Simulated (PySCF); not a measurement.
# How methods differ on the excitation energy of Ta

Ta [Xe] 4f14 5d3 6s2 (4F) → Ta [Xe] 4f14 5d4 6s1 (6D), as a difference of total energies. Computed with PySCF 2.14 in aug-cc-pVTZ-PP with ECP60MDF, with scalar relativity through the core potential. Correlated levels: valence: 5s2 5p6 frozen. The calculations carry no spin-orbit coupling.

```json
{"method": "UHF", "excitation energy (eV)": "0.235"}
{"method": "LDA", "excitation energy (eV)": "0.506"}
{"method": "PBE", "excitation energy (eV)": "0.365"}
{"method": "PBE0", "excitation energy (eV)": "0.371"}
{"method": "r2SCAN", "excitation energy (eV)": "0.163"}
{"method": "TPSS", "excitation energy (eV)": "0.454"}
{"method": "TPSSh", "excitation energy (eV)": "0.469"}
{"method": "LC-wPBE", "excitation energy (eV)": "0.408"}
{"method": "HSE06", "excitation energy (eV)": "0.401"}
{"method": "MP2 (valence)", "excitation energy (eV)": "0.795"}
{"method": "SCS-MP2 (valence)", "excitation energy (eV)": "1.473"}
```

How much does correlation contribute at MP2 (valence)?

0.795 − (0.235) = 0.560 eV, measured against UHF.
